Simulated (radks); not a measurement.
The numbers below are computed, except where a source is named.
Problem. The mean radii <r> (bohr) of the occupied orbitals of an atom or ion are listed with their occupations. Code: a radial shooting solver on a logarithmic mesh with Libxc functionals. Model: Dirac Kohn-Sham, LDA (Slater exchange, Perdew-Wang correlation), spin-unpolarised, spherical densities, finite nucleus; Fermi nuclear charge, rms radius of each element as measured or else 0.836 A^(1/3) + 0.57 fm.

| orbital | occ. | <r> |
|---|---|---|
| 1s1/2 | 2 | 0.01660 |
| 2s1/2 | 2 | 0.06930 |
| 2p1/2 | 2 | 0.05694 |
| 2p3/2 | 4 | 0.06561 |
| 3s1/2 | 2 | 0.1803 |
| 3p1/2 | 2 | 0.1705 |
| 3p3/2 | 4 | 0.1864 |
| 3d3/2 | 4 | 0.1622 |
| 3d5/2 | 6 | 0.1670 |
| 4s1/2 | 2 | 0.3994 |
| 4p1/2 | 2 | 0.4012 |
| 4p3/2 | 4 | 0.4357 |
| 4d3/2 | 4 | 0.4427 |
| 4d5/2 | 6 | 0.4539 |
| 5s1/2 | 2 | 0.8998 |
| 4f5/2 | 6 | 0.4791 |
| 4f7/2 | 8 | 0.4858 |
| 5p1/2 | 2 | 0.9668 |
| 5p3/2 | 4 | 1.061 |
| 5d3/2 | 3.6 | 1.362 |
| 5d5/2 | 5.4 | 1.407 |

Name the element and its charge. Open shells, if any, are shared by 2j + 1.

Solution. Z = 80, mercury, charge +3: Hg3+ in [Xe] 4f14 5d9. The 1s radius gives Z: for a bare nucleus <r> = (2 gamma + 1)/(2Z) with gamma = sqrt(1 - (Z/c)^2), 0.0164 bohr for Z = 80, and screening makes it slightly larger (0.01660 here). The occupations add up to 77, and the charge is Z minus that.
